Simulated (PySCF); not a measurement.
C2H5N, SMILES C=NC.

Geometry: PBE0-D3(BJ)/def2-TZVP.

Two levels are set side by side: TDA-PBE/def2-SVPD (PySCF) and ADC(2)/aug-cc-pVDZ (PySCF). Vertical, same geometry; the bases differ. Differences are taken from unrounded values.

```json
[
 {"quantity": "lowest singlet excitation (eV)", "TDA-PBE": "4.83"}
]
```

Problem. These are the TDA-PBE values. What does ADC(2) give? (The exact figures need the calculation; the answer reports its results.)

Solution. 
| quantity | ADC(2) | TDA-PBE minus ADC(2) |
|---|---|---|
| lowest singlet excitation (eV) | 5.19 | -0.35 |

Functionals without exact exchange tend to place singlet excitations lower, as here. Differences between two approximate levels are no errors against the true value.

Rough cost on one machine, each run with all the roots and properties that it gave: ADC(2) against TDA-PBE about 10 times.
